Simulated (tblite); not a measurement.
C₄H₄N₃ (doublet state).
Cartesian coordinates in Å at the GFN2-xTB level; atoms count from 1:
```xyz
11
C4H4N3 angstrom
C      2.0559   -0.2482   -1.2084
N      1.2692    0.0391   -0.3416
C      0.2280    0.6869    0.1643
N      0.4120    1.7303    0.8782
C     -1.1083   -0.0230   -0.1062
C     -1.0625   -1.3598    0.4240
N     -0.9891   -2.4163    0.8544
H      2.8318   -0.9898   -1.1591
H     -0.4264    2.1252    1.2878
H     -1.2819   -0.0729   -1.1855
H     -1.9233    0.5311    0.3662
```

All values are computed: GFN2-xTB (tblite) harmonic vibrations without scaling, gas phase. Errors from tens to a few hundred cm⁻¹ against measured bands are possible. One conformer, not necessarily the lowest. Open shells enter through the occupations alone, without spin polarisation, and single modes of such species can be off by tens of per cent.

Harmonic wavenumbers (cm⁻¹): 25.6, 115.6, 152.2, 221.9, 367.6, 373.1, 424.9, 492.6, 579.1, 670.8, 715.6, 818.8, 884.9, 906.8, 999.3, 1056.4, 1091.3, 1212.6, 1287.5, 1402.6, 1573.8, 2045.1, 2405.2, 2953.0, 2976.2, 3052.6, 3402.1.

A = 4050, B = 2236, C = 1619 MHz; mass 94.041 u (most abundant isotopes); point group C1, symmetry number 1; spin multiplicity 2.

**Question.** Zero-point energy?

**Answer.** ½Σν̃ = 16104 cm⁻¹ = 192.64 kJ/mol.

**Question.** Give the ideal-gas entropy at 273.15 K and 1 bar in the rigid-rotor, harmonic-oscillator model (classical rotation).

**Answer.** Translation 163.70, rotation 113.91, vibration 74.95, spin (R ln 2) 5.76: S = 358.3 J/(mol K).

**Question.** And Cp and H(273.15 K) − H(0)?

**Answer.** Cp = 107.75 J/(mol K), of which vibrations give 74.49 (their classical limit is 27 R = 224.5); H(273.15 K) − H(0) = 19.41 kJ/mol without the zero-point energy, 10.32 from vibrations.

**Question.** What must be added to the electronic energy to get the Gibbs energy at 273.15 K and 1 bar?

**Answer.** ZPE + [H(273.15 K) − H(0)] − T·S = 192.64 + 19.41 − 97.88 = 114.17 kJ/mol.

**Question.** Which modes carry the vibrational entropy at 273.15 K?

**Answer.** 25.6 cm⁻¹: 24.98; 115.6 cm⁻¹: 12.57; 152.2 cm⁻¹: 10.37; 221.9 cm⁻¹: 7.48; 367.6 cm⁻¹: 4.01; 373.1 cm⁻¹: 3.92 J/(mol K); the other 21 give 11.63 together.

**Question.** Blend soft modes into free rotors: weight 1/[1 + (100 cm⁻¹/ν̃)⁴] for the oscillator and the rest for a rotor with moment μB/(μ + B), μ = h/(8π²ν), B = 10⁻⁴⁴ kg m². What vibrational entropy results?

**Answer.** 66.66 J/(mol K) in place of 74.95, which changes −T·S at 273.15 K by +2.26 kJ/mol.

**Question.** How do the functions run with temperature in this model?

**Answer.** 
```csv
T (K),S (J/(mol K)),Cp (J/(mol K)),H − H(0) (kJ/mol),G − H(0) (kJ/mol),ln q(vib)
100,277.1,61.1,4.74,-22.97,1.56
200,327.9,88.5,12.22,-53.35,3.25
300,368.7,114.4,22.39,-88.23,4.91
500,437.1,153.9,49.51,-169.06,8.17
800,517.9,189.1,101.46,-312.85,12.65
1000,561.8,204.2,140.87,-420.92,15.35
```

q(vib) and H(0) count from the zero-point level.

Hindered rotation and anharmonicity are outside this model. Other conformers, if any are populated, would add a mixing term that is left out. The structure is chiral; the term R ln 2 for an equal mix with its mirror image is left out.

Time: 0.22 s wall. Hardware: an Arm Neoverse V1 with one thread, no GPU, shared host with 32 logical CPUs at a one-minute load of 5.9. The figure is for the frequency step alone.
